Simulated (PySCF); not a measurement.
Species: C2H7FOSi2.
SMILES with atom numbers: `[OH:1][Si@@H:2]1[CH2:3][SiH2:4][C@@H:5]1[F:6]` (hydrogens: H7 on O1; H8 on Si2; H9, H10 on C3; H11, H12 on Si4; H13 on C5)

Computed with PySCF, PBE0-D3(BJ)/def2-SVP geometry optimisation, gas phase.

Problem. Give the optimised bond lengths and angles.

Solution. 
```
   bond  length (pm)   order
 O1–Si2        166.6  single
 Si2–C3        188.7  single
 C3–Si4        190.4  single
 Si4–C5        192.9  single
  C5–F6        138.8  single
 Si2–C5        191.5  single
  O1–H7         96.5  single
 Si2–H8        149.3  single
  C3–H9        110.0  single
 C3–H10        110.3  single
Si4–H11        149.5  single
Si4–H12        149.2  single
 C5–H13        110.6  single
```

Orders are formal, as drawn. A selection of angles:
```
      angle  degrees
  Si2–O1–H7    112.1
  O1–Si2–C3    111.7
  O1–Si2–C5    104.6
  O1–Si2–H8    110.9
  C3–Si2–C5     90.2
  C3–Si2–H8    117.4
  C5–Si2–H8    120.2
 Si2–C3–Si4     88.1
  Si2–C3–H9    116.7
 Si2–C3–H10    112.8
  Si4–C3–H9    116.9
 Si4–C3–H10    112.7
  H9–C3–H10    108.6
  C3–Si4–C5     89.2
 C3–Si4–H11    116.7
 C3–Si4–H12    112.2
 C5–Si4–H11    116.6
 C5–Si4–H12    110.6
H11–Si4–H12    110.1
  Si4–C5–F6    118.3
 Si4–C5–H13    111.5
  F6–C5–H13    109.4
 Si2–C5–Si4     86.6
  Si2–C5–F6    114.6
 Si2–C5–H13    115.1
```

Torsions: O1–Si2–C3–Si4 -87° (synclinal); Si2–C3–Si4–C5 -18° (synperiplanar); C3–Si4–C5–F6 134° (anticlinal); O1–Si2–C5–Si4 94° (anticlinal); H7–O1–Si2–C3 115° (anticlinal).

Si2 (oxygen-bound silicon) has angles from 90.2° to 120.2°. The 4 C–Si bonds span 1.887 Å (Si2–C3, drawn single) to 1.929 Å (Si4–C5, drawn single), a spread of 0.042 Å. Of the pairs four or more bonds apart, F6···H7 is among the closest relative to their van der Waals radii: 2.43 Å, 91 % of the sum of Bondi's values. The 4-membered ring Si2–C3–Si4–C5 has internal angles of 86.6° to 90.2°; it is puckered, 0.15 Å rms from its mean plane, widest ring torsion 18°. Si4 (SiH2 silicon) has angles from 89.2° to 116.7°.

Point group: C1 (no symmetry element, even within 0.4 Å). PBE0-D3(BJ)/def2-SVP frequencies: not computed here. One conformer, not necessarily the lowest (H–O1–Si2–C3 115°, O1–Si2–C3–Si4 -87°, Si2–C3–Si4–C5 -18°, C3–Si4–C5–F6 134°, O1–Si2–C5–Si4 94°).
